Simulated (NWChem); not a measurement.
System: CH₆O₃Si; SMILES OC[SiH](O)O

Output (shortened):

```
             Northwest Computational Chemistry Package (NWChem) 7.3.0
             --------------------------------------------------------

 C1  symmetry detected

                             Geometry "geometry" -> ""
                             -------------------------

 Output coordinates in angstroms (scale by  1.889725989 to convert to a.u.)

  No.       Tag          Charge          X              Y              Z
 ---- ---------------- ---------- -------------- -------------- --------------
    1 O                    8.0000    -0.00184496    -1.87120151     0.48678516
    2 C                    6.0000    -0.75517429    -1.10427020    -0.43854260
    3 Si                  14.0000     0.04852037     0.60861806    -0.41178681
    4 O                    8.0000     1.58870455     0.35728797     0.14560626
    5 O                    8.0000    -0.88837813     1.53993780     0.59818173
    6 H                    1.0000    -0.36979540    -2.75846792     0.54166355
    7 H                    1.0000    -1.82116792    -1.02659296    -0.15166230
    8 H                    1.0000    -0.71931059    -1.53228153    -1.46028385
    9 H                    1.0000     0.14771293     1.26374622    -1.74550106
   10 H                    1.0000     1.61888633    -0.49115176     0.61320575
   11 H                    1.0000    -0.59241635     2.44152215     0.75426372

 Effective nuclear repulsion energy (a.u.)     254.3637614177

  pbe96 is a nonlocal functional; adding pw91lda local functional.

                                 NWChem DFT Module
                                 -----------------

 Summary of "ao basis" -> "ao basis" (spherical)
 ------------------------------------------------------------------------------
       Tag                 Description            Shells   Functions and Types
 ---------------- ------------------------------  ------  ---------------------
 O                          def2-svp                 6       14   3s2p1d
 C                          def2-svp                 6       14   3s2p1d
 Si                         def2-svp                 8       18   4s3p1d
 H                          def2-svp                 3        5   2s1p

            General Information
            -------------------
          SCF calculation type: DFT
          Wavefunction type:  closed shell.
          No. of atoms     :    11
          No. of electrons :    50
           Alpha electrons :    25
            Beta electrons :    25
          Charge           :     0
          Spin multiplicity:     1
          Use of symmetry is: off; symmetry adaption is: off
          Maximum number of iterations: 150
          AO basis - number of functions:   104
                     number of shells:    50
          Convergence on energy requested:  1.00D-06
          Convergence on density requested:  1.00D-05
          Convergence on gradient requested:  5.00D-04

              XC Information
              --------------
                     Hartree-Fock (Exact) Exchange  1.000
                     LC-wPBE(h)Exchange Functional  0.800
            Perdew 1991 LDA Correlation Functional  1.000 local
           PerdewBurkeErnz. Correlation Functional  1.000 non-local

           Range-Separation Parameters
           ---------------------------
           Alpha           :  0.20
           Beta            :  0.80
           Gamma           :  0.20
           Short-Range HF  :     F

             Grid Information
             ----------------
          Grid used for XC integration:  medium
          Radial quadrature: Mura-Knowles
          Angular quadrature: Lebedev.
          Tag              B.-S. Rad. Rad. Pts. Rad. Cut. Ang. Pts.
          ---              ---------- --------- --------- ---------
          O                   0.60       49          11.0       434
          C                   0.70       49          10.0       434
          Si                  1.10       88          10.0       590
          H                   0.35       45          12.0       434
          Grid pruning is: on
          Number of quadrature shells:   554
          Spatial weights used:  Erf1

      Superposition of Atomic Density Guess
      -------------------------------------

 Sum of atomic energies:        -553.43249052

      Non-variational initial energy
      ------------------------------

 Total energy =    -555.401438
 1-e energy   =   -1268.649206
 2-e energy   =     458.884006
 HOMO         =      -0.338220
 LUMO         =       0.048800

     ---------------------------------------------
      Total Density - Mulliken Population Analysis
     ---------------------------------------------

    Atom       Charge   Shell Charges
 -----------   ------   -------------------------------------------------------
    1 O    8     8.60   1.99  1.09  0.65  3.00  1.87  0.01
    2 C    6     6.09   1.99  0.94  0.27  1.87  0.97  0.04
    3 Si  14    12.85   2.00  1.99  0.91  0.15  5.93  0.95  0.59  0.32
    4 O    8     8.78   1.99  1.11  0.64  3.09  1.94  0.01
    5 O    8     8.77   1.99  1.10  0.63  3.09  1.94  0.00
    6 H    1     0.67   0.54  0.07  0.06
    7 H    1     0.91   0.68  0.21  0.02
    8 H    1     0.91   0.68  0.20  0.02
    9 H    1     1.11   0.70  0.40  0.01
   10 H    1     0.66   0.52  0.08  0.06
   11 H    1     0.65   0.52  0.07  0.06

   convergence    iter        energy       DeltaE   RMS-Dens  Diis-err
 ---------------- ----- ----------------- --------- --------- ---------
 d= 0,ls=0.0,diis     1   -556.1796370885 -8.11D+02  1.10D-02  1.05D+00
 d= 0,ls=0.0,diis     2   -556.2026528085 -2.30D-02  4.98D-03  9.83D-01
 d= 0,ls=0.0,diis     3   -556.2903090996 -8.77D-02  6.91D-04  1.27D-02
 d= 0,ls=0.0,diis     4   -556.2915837983 -1.27D-03  1.37D-04  2.04D-04
 d= 0,ls=0.0,diis     5   -556.2916091875 -2.54D-05  4.52D-05  3.58D-05
  Resetting Diis
 d= 0,ls=0.0,diis     6   -556.2916123724 -3.18D-06  1.99D-05  6.84D-06
 d= 0,ls=0.0,diis     7   -556.2916131252 -7.53D-07  4.27D-06  7.39D-08

         Total DFT energy =     -556.291613125159
      One electron energy =    -1273.592470321612
           Coulomb energy =      517.032459122176
    Exchange-Corr. energy =      -54.095363343418
 Nuclear repulsion energy =      254.363761417696

 Numeric. integr. density =       49.999997676496

                       DFT Final Molecular Orbital Analysis
                       ------------------------------------

 Vector   23  Occ=2.000000D+00  E=-3.856514D-01
              MO Center=  8.6D-01,  6.4D-01,  1.5D-01, r^2= 2.4D+00
   Bfn.  Coefficient  Atom+Function         Bfn.  Coefficient  Atom+Function
  ----- ------------  ---------------      ----- ------------  ---------------
    52      0.451123   4 O  pz               55      0.336746   4 O  pz
    64     -0.306249   5 O  px               51      0.224781   4 O  py
    67     -0.225580   5 O  px               54      0.177714   4 O  py
    50     -0.167409   4 O  px               53     -0.120657   4 O  px
    91      0.105666   9 H  s                90      0.095756   9 H  s

 Vector   24  Occ=2.000000D+00  E=-3.736210D-01
              MO Center= -2.4D-01, -1.5D-01, -3.8D-01, r^2= 3.3D+00
   Bfn.  Coefficient  Atom+Function         Bfn.  Coefficient  Atom+Function
  ----- ------------  ---------------      ----- ------------  ---------------
    19      0.296539   2 C  py               90     -0.224070   9 H  s
    18      0.209499   2 C  px               22      0.203470   2 C  py
    91     -0.200284   9 H  s                37     -0.190528   3 Si py
    17      0.184534   2 C  s                66     -0.168956   5 O  pz
     3     -0.148213   1 O  s                50      0.148245   4 O  px

 Vector   25  Occ=2.000000D+00  E=-3.670009D-01
              MO Center= -2.9D-01, -1.6D+00,  1.5D-01, r^2= 1.7D+00
   Bfn.  Coefficient  Atom+Function         Bfn.  Coefficient  Atom+Function
  ----- ------------  ---------------      ----- ------------  ---------------
     6      0.423876   1 O  pz                9      0.331752   1 O  pz
     4     -0.327929   1 O  px                7     -0.256386   1 O  px
    85      0.224326   8 H  s                80     -0.201311   7 H  s
     5      0.173034   1 O  py               20     -0.152570   2 C  pz
     8      0.135456   1 O  py               86      0.134549   8 H  s

 Vector   26  Occ=0.000000D+00  E= 1.033042D-01
              MO Center= -2.0D-01, -1.4D+00,  1.6D-01, r^2= 5.8D+00
   Bfn.  Coefficient  Atom+Function         Bfn.  Coefficient  Atom+Function
  ----- ------------  ---------------      ----- ------------  ---------------
    76      0.843895   6 H  s                 3     -0.762897   1 O  s
    86      0.424401   8 H  s                49     -0.416455   4 O  s
    39      0.387277   3 Si px               81      0.349190   7 H  s
    17     -0.305548   2 C  s                23      0.303132   2 C  pz
    96      0.295060  10 H  s                21      0.274436   2 C  px

 Vector   27  Occ=0.000000D+00  E= 1.276479D-01
              MO Center= -2.9D-01,  1.6D+00,  2.5D-01, r^2= 5.0D+00
   Bfn.  Coefficient  Atom+Function         Bfn.  Coefficient  Atom+Function
  ----- ------------  ---------------      ----- ------------  ---------------
   101     -0.871126  11 H  s                63      0.854689   5 O  s
    40     -0.555208   3 Si py               17     -0.427192   2 C  s
    76      0.303277   6 H  s                81      0.252723   7 H  s
    39      0.249586   3 Si px               68      0.235052   5 O  py
     3     -0.187310   1 O  s                91      0.187942   9 H  s

[...]
```

Level: LRC-wPBEh/def2-SVP. Geometry: optimised at PBE0/def2-SVP.

Question: Reconstruct the input file.

Answer: This is not unique; one that fits is the input that was run:
```
start job
memory heap 200 mb stack 900 mb global 1100 mb
geometry units angstroms noautoz
  O      0.248486    -1.806840     0.706285
  C     -0.794619    -1.134502     0.019398
  Si    -0.061241     0.547455    -0.442992
  O      1.580512     0.322477    -0.435701
  O     -0.598538     1.616132     0.712176
  H     -0.061970    -2.671272     0.992668
  H     -1.692846    -0.995025     0.650596
  H     -1.113168    -1.680833    -0.890813
  H     -0.448085     1.037825    -1.794922
  H      1.787167    -0.465396     0.089618
  H     -0.281539     2.521584     0.645261
end
basis spherical
  O library def2-svp
  C library def2-svp
  Si library def2-svp
  H library def2-svp
end
dft
  xc xwpbe 0.80 cpbe96 1.0 hfexch 1.00
  cam 0.2 cam_alpha 0.2 cam_beta 0.8
  iterations 150
  mulliken
end
task dft energy
```
